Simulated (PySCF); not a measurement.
CH10OSi4, SMILES [SiH3][Si@@H]1[SiH2]CO[SiH2]1. Geometry: PBE-D3(BJ)/def2-SVP. The structure was generated by enumeration; whether it is a known compound was not checked. Other conformers were not sampled.

Computed equilibrium geometry at PBE-D3(BJ)/def2-SVP (PySCF confirms it by a frequency run) as bond lengths and angles (one conformer of several):
Atoms: Si1 Si2 Si3 C4 O5 Si6 H7 H8 H9 H10 H11 H12 H13 H14 H15 H16. Bond lengths (Å): Si1–Si2 2.342, Si1–H7 1.506, Si1–H8 1.506, Si1–H9 1.506, Si2–Si3 2.359, Si2–Si6 2.369, Si2–H10 1.506, Si3–C4 1.941, Si3–H11 1.506, Si3–H12 1.506, C4–O5 1.427, C4–H13 1.117, C4–H14 1.111, O5–Si6 1.701, Si6–H15 1.510, Si6–H16 1.500. Angles (°): Si2–Si1–H7 111.5, Si2–Si1–H8 111.4, Si2–Si1–H9 107.8, H7–Si1–H8 108.5, H7–Si1–H9 108.8, H8–Si1–H9 108.7, Si1–Si2–Si3 112.1, Si1–Si2–Si6 112.5, Si1–Si2–H10 113.5, Si3–Si2–Si6 89.2, Si3–Si2–H10 113.3, Si6–Si2–H10 114.0, Si2–Si3–C4 99.1, Si2–Si3–H11 110.4, Si2–Si3–H12 116.0, C4–Si3–H11 109.6, C4–Si3–H12 112.0, H11–Si3–H12 109.2, Si3–C4–O5 110.3, Si3–C4–H13 109.5, Si3–C4–H14 110.6, O5–C4–H13 111.8, O5–C4–H14 107.9, H13–C4–H14 106.7, C4–O5–Si6 120.0, Si2–Si6–O5 101.6, Si2–Si6–H15 112.0, Si2–Si6–H16 116.3, O5–Si6–H15 111.4, O5–Si6–H16 105.9, H15–Si6–H16 109.2.
